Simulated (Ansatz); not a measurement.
What each rung costs, and what it gives

The pair of CO (SMILES [C-]#[O+], atoms 1–2) and AsH$_{3}$ (SMILES [AsH3], atoms 3–6), both closed shells, in one local arrangement (a lower one may exist), relaxed at PBE0-D4/def2-TZVP:

C1  (0.160, -0.418, -2.364)
O2  (-0.170, 0.133, -3.285)
As3  (-0.251, 0.481, 1.003)
H4  (1.226, 0.122, 1.029)
H5  (-0.298, 0.661, 2.514)
H6  (-0.667, -0.979, 1.102)
(Å)

Interaction energies are counterpoise-corrected; the time is that of the whole pair.

Program: Ansatz 0.2.0. Basis: as named in each row. Cores are frozen in the correlated methods. Filled d shells of the heavier atoms are correlated. The def2 sets are not built for correlating such inner shells, so the correlated values are less sure here. B3LYP uses VWN-RPA correlation. Extrapolation: Hartree–Fock as exp(−7.88 √X), correlation as X^−2.97.

Times are rough, for one single point on 2 threads of a shared host (Arm Neoverse V1).

The estimate by CCSD(T) at an estimated basis limit (MP2 extrapolated from triple and quadruple zeta, plus CCSD(T) − MP2 in triple zeta) is -0.030 eV.

```
   method        basis  time (s)  interaction energy (eV)  method less estimate
       HF       STO-3G   under 1                    0.009                 0.039
   PBE-D4       STO-3G   under 1                   -0.040                -0.010
    SPW92     def2-SVP   under 1                   -0.080                -0.050
   PBE-D4     def2-SVP   under 1                   -0.053                -0.023
 B3LYP-D4        6-31G   under 1                   -0.046                -0.016
  PBE0-D4     def2-SVP   under 1                   -0.046                -0.016
   PBE-D4  def2-TZVPPD         2                   -0.047                -0.017
revPBE-D4  def2-TZVPPD         2                   -0.030                 0.000
  BLYP-D4  def2-TZVPPD         2                   -0.029                 0.001
  CCSD(T)     def2-SVP         2                   -0.004                 0.026
  PBE0-D4  def2-TZVPPD         3                   -0.039                -0.009
 B3LYP-D4  def2-TZVPPD         3                   -0.032                -0.002
 HSE06-D4  def2-TZVPPD         3                   -0.040                -0.010
r2SCAN-D4  def2-TZVPPD         4                   -0.027                 0.003
  wB97M-V     def2-SVP         4                   -0.036                -0.005
   B2PLYP  def2-TZVPPD         5                   -0.005                 0.025
  wB97X-V  def2-TZVPPD         7                   -0.032                -0.001
   B97M-V  def2-TZVPPD         8                   -0.038                -0.008
  wB97M-V  def2-TZVPPD         8                   -0.030                 0.000
      MP2  def2-QZVPPD        14                   -0.033                -0.003
  CCSD(T)  def2-TZVPPD        68                   -0.021                 0.009
```

The T1 diagnostic stays at or below 0.020.
